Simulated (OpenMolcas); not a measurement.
An OpenMolcas run meant for Cl3+ (ANO-R1, X2C; inactive shells 1s 2s 2p 3s; intended active space 2 electrons in 3 orbitals (3p)). One step of its input:

```
&RASSCF
FileOrb=start.orb
Symmetry=1
Spin=3
nElAct=2 0 0
Inactive=3 3
Ras2=0 3
CIRoot=3 3 1
SDav=3
CIMx=300
Iter=91 100
PrWF=0.3
OrbListing=Nothing
MaxOrb=0
Atom
>>> COPY $Project.JobIph JOB001
```

Lines from the output:

```
--- SEWARD ---
Basis set label: CL.ANO-R...4S3P1D.

      Electronic valence basis set:
      ------------------
      Associated Effective Charge  17.000000 au
      Associated Actual Charge     17.000000 au
      Nuclear Model: Finite nucleus - Gaussian distribution
        Gaussian exponent, Xi/bohr**(-2):  3.84638E+08

      Shell  nPrim  nBasis  Cartesian Spherical Contaminant
         s      17       4        X
         p      11       3        X
         d       7       1                 X
                  Relativistic X2C integrals
                  Atomic mean-field integrals
--- RASSCF ---

 Nr of active orbitals     NAC=   3
 Spin degeneracy         ISPIN=   3
 There can be no such wave function.
 ************************************************
--- Stop Module: rasscf at  /rc=_RC_INPUT_ERROR_ ---
.####################.
.# User input error #.
.####################.
```

Task: What is wrong with the input?

Result: A keyword is misspelt. OpenMolcas reads the first four letters of a keyword, so the setting is refused or falls back to its default.
